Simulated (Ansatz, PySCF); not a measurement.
Molecule: CBF$_{2}$O, charge 0, multiplicity 2. SMILES: O=[C]B(F)F
Geometry: optimised at B3LYP-D3(BJ)/def2-TZVP (Ansatz, a first-principles code).

Wanted: atomisation energy, in kcal/mol. Set-up: six Cartesian d functions in 6-31G* and its kin unless marked 5d; no spin-orbit coupling; non-relativistic; valence correlation only; dispersion terms only where a functional's name holds one; open shells spin-unrestricted; atomisation electronic, to ground-state atoms. CBS(X,Y): correlation extrapolated as X^-3; Hartree-Fock from the larger set. The bracket is a focal-point correction in the basis named. Ab initio and DFT rows: single points at B3LYP-D3(BJ) geometries (Ansatz).

```tsv
species	coefficient	E at PBE/6-31G* (Ansatz), Eh	E at M06-2X/def2-TZVPD (PySCF), Eh
O=[C]B(F)F	-1	-337.57784	-337.96670
B atom	+1	-24.60094	-24.64988
C atom	+1	-37.78288	-37.84258
F atom	+2	-99.61359	-99.73422
O atom	+1	-74.97380	-75.06660
```

Coupled cluster (Ansatz) is a level with limits of its own, used here on species with T1 under 0.025 (0.045 for open shells) and stable references: RI-MP2/CBS(cc-pVTZ,cc-pVQZ)+[CCSD(T)-MP2]/cc-pVTZ. Value to compare with, RI-MP2/CBS(cc-pVTZ,cc-pVQZ)+[CCSD(T)-MP2]/cc-pVTZ (Ansatz): 580.7 kcal/mol. 1 Eh = 627.5095 kcal/mol.

Work the quantity out at each level, and compare with RI-MP2/CBS(cc-pVTZ,cc-pVQZ)+[CCSD(T)-MP2]/cc-pVTZ (Ansatz).


- PBE/6-31G*: the sum of coefficient times E is 0.99304 Eh, or 623.14 kcal/mol. Result: 623.1 kcal/mol. Its difference against RI-MP2/CBS(cc-pVTZ,cc-pVQZ)+[CCSD(T)-MP2]/cc-pVTZ (Ansatz) is 42.4 kcal/mol.
- M06-2X/def2-TZVPD: the sum of coefficient times E is 0.93920 Eh, or 589.36 kcal/mol. Result: 589.4 kcal/mol. Its difference against RI-MP2/CBS(cc-pVTZ,cc-pVQZ)+[CCSD(T)-MP2]/cc-pVTZ (Ansatz) is 8.7 kcal/mol.
